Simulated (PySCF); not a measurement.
B(I)2(Me) (CH3BI2), SMILES IB(I)C.

Geometry optimised at B3LYP-D3(BJ)/def2-SVP. The def2 effective core potentials stand for the cores of I; spin–orbit coupling is left out.

Computed with TDA-PBE/def2-SVPD run with PySCF 2.14.0.

Vertical excitations.  State labels are in the subgroup Cs.

**Question.** Give excitation energies, oscillator strengths and character. (An estimate is asked for; the answer gives what the named calculation found.)

**Answer.** 
```csv
state,symmetry,energy (eV),λ (nm),f,main pairs
S1,A",3.51,353,0.000,HOMO→LUMO 100 %
S2,A',3.97,312,0.000,HOMO−2→LUMO 100 %
S3,A",4.46,278,0.129,HOMO−1→LUMO 87 %
S4,A',5.31,233,0.048,HOMO−3→LUMO 88 %
S5,A",5.33,232,0.156,HOMO→LUMO+1 89 %
S6,A",5.56,223,0.000,HOMO−1→LUMO+1 95 %
S7,A',5.65,219,0.011,HOMO−2→LUMO+1 89 %
S8,A",5.65,219,0.000,HOMO−4→LUMO 95 %
S9,A",5.99,207,0.014,HOMO→LUMO+2 99 %
S10,A',6.09,204,0.015,HOMO→LUMO+3 93 %
T1,A",3.37,368,0,HOMO→LUMO 100 %
T2,A",3.68,337,0,HOMO−1→LUMO 100 %
T3,A',3.81,325,0,HOMO−2→LUMO 100 %
T4,A',4.15,299,0,HOMO−3→LUMO 99 %
```
Triplets are in the Tamm–Dancoff approximation.
